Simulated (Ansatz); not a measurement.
Program: Ansatz. Geometries: PBE0-D4/def2-TZVP. ΔE: electronic, gas phase. CCSD(T)/CBS is the MP2 limit (def2-TZVPP, def2-QZVPP) plus CCSD(T) − MP2 in def2-TZVPP, frozen cores. Functionals use def2-TZVPP. Elements past krypton have def2 core potentials. For As, Te outer-core shells are correlated without core-valence functions, which leaves a few kJ/mol of doubt a bond. Scalar relativity is left out up to krypton. Each species was taken in one conformer, which may not be the lowest.

Reaction (ligand exchange at a Te–C bond): `CC(O)(O)[TeH]` + `N[AsH2]` → `N[AsH][TeH]` + `CC(O)O`

`CC(O)(O)[TeH]`:

Z-matrix (Å, degrees):
```
C
C 1 1.507
H 1 1.089 2 110.4
H 1 1.094 2 108.3 3 119.9
H 1 1.090 2 110.7 3 -120.1
O 2 1.371 1 108.9 3 -57.2
O 2 1.389 1 113.3 3 -177.0
Te 2 2.261 1 109.8 3 59.4
H 6 0.964 2 107.7 1 -167.6
H 7 0.961 2 109.6 1 -64.9
H 8 1.661 2 93.4 1 77.8
```

`N[AsH2]`:

```xyz
6

N     0.353    0.027   -0.890
As   -0.868    0.404    0.454
H     1.166   -0.493   -0.589
H    -0.095   -0.473   -1.645
H     0.068    1.302    1.254
H    -0.624   -0.767    1.417
```

`N[AsH][TeH]`:

Z-matrix (Å, degrees):
```
N
As 1 1.841
H 1 1.011 2 115.3
H 1 1.011 2 111.5 3 124.7
Te 2 2.615 1 106.7 3 -43.5
H 2 1.521 1 94.1 3 50.5
H 5 1.659 2 94.8 1 63.4
```

`CC(O)O`:

Cartesian coordinates in Å:
```
C -0.678 0.722 -0.499
C 0.327 -0.001 0.362
O 1.337 -0.477 -0.488
O -0.244 -1.041 1.109
H -1.493 1.102 0.118
H -0.206 1.554 -1.023
H -1.084 0.036 -1.247
H 0.747 0.673 1.120
H 1.981 -0.937 0.058
H -0.688 -1.632 0.491
```

CCSD(T)/CBS gives -1.16 eV.

(1) Another level gave -1.23 eV. Which?
A. RPA@PBE/def2-TZVPP
B. HF/def2-TZVPP
C. CAM-B3LYP/def2-TZVPP
D. SCS-MP2/def2-TZVPP

Largest T1 diagnostic among the species: 0.012.

Results:

(1) C. CAM-B3LYP -1.23, SCS-MP2/def2-TZVPP -1.14, HF/def2-TZVPP -1.36, RPA@PBE/def2-TZVPP -1.06 eV.

From BLYP to BHLYP (50 % exact exchange), in def2-TZVPP and without D4, ΔE moves by −0.07 eV. Leaving LDA and LC-ωPBE aside and taking each functional with its dispersion term where it has one, the values, not all of them listed here, spread over 0.18 eV, from BHLYP-D4 to B97M-V. LDA lies +0.10 eV from PBE without D4.
